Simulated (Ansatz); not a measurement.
`C/C=C(\F)[SiH3]` + `[AlH2][SH]` → `[AlH2][S][SiH3]` + `C/C=C\F`  (ligand exchange at the Si–C bond)

Program: Ansatz. Geometries: PBE0-D4/def2-TZVP. ΔE: electronic, gas phase. CBS: MP2 limit from def2 TZ/QZ plus the TZ coupled-cluster correction, frozen cores. This one scheme is used for every species. Double bonds are as drawn, so ΔE can hold a change between cis and trans. Functionals use def2-TZVPP. B3LYP here is the variant with VWN-RPA as its local correlation; programs differ in this.

`C/C=C(\F)[SiH3]`:

Z-matrix (Å, degrees):
```
C
C 1 1.488
H 1 1.094 2 110.6
H 1 1.089 2 111.6 3 -121.0
H 1 1.094 2 110.6 3 118.1
C 2 1.328 1 125.9 3 121.5
H 2 1.086 1 118.1 3 -58.6
Si 6 1.870 2 126.4 1 -180.0
F 6 1.360 2 119.2 1 -0.0
H 8 1.486 6 110.3 2 120.0
H 8 1.485 6 110.3 2 -120.2
H 8 1.484 6 107.5 2 -0.1
```

`[AlH2][SH]`:

Z-matrix (Å, degrees):
```
Al
S 1 2.181
H 1 1.579 2 116.5
H 1 1.581 2 118.9 3 -180.0
H 2 1.344 1 93.7 3 180.0
```

`[AlH2][S][SiH3]`:

Cartesian coordinates in Å:
```
Al -0.576 -1.731 -0.315
S -0.498 0.167 -1.384
Si 0.412 1.356 0.147
H -0.012 -1.785 1.162
H -1.196 -2.964 -1.080
H 0.554 2.724 -0.407
H 1.751 0.829 0.511
H -0.434 1.403 1.366
```

`C/C=C\F`:

```xyz
9

C     1.129   -0.113   -0.139
C    -0.333   -0.346   -0.298
C    -1.291    0.315    0.325
F    -1.035    1.302    1.197
H     1.632   -1.019    0.212
H     1.587    0.154   -1.096
H     1.330    0.688    0.572
H    -0.665   -1.123   -0.979
H    -2.353    0.142    0.205
```

```
             level  ΔE (eV)
           PBE0-D4    -0.68
          B3LYP-D4    -0.62
            B2PLYP    -0.63
SCS-MP2/def2-TZVPP    -0.67
```

Problem. What does CCSD(T)/CBS give? (An estimate is asked.)

Solution. Computed: -0.66 eV. The listed levels differ from it by -0.02, 0.04, 0.03, -0.01 eV.

Largest T1 diagnostic among the species: 0.012.

From PBE to PBE0 (25 % exact exchange), in def2-TZVPP and without D4, ΔE moves by −0.04 eV.
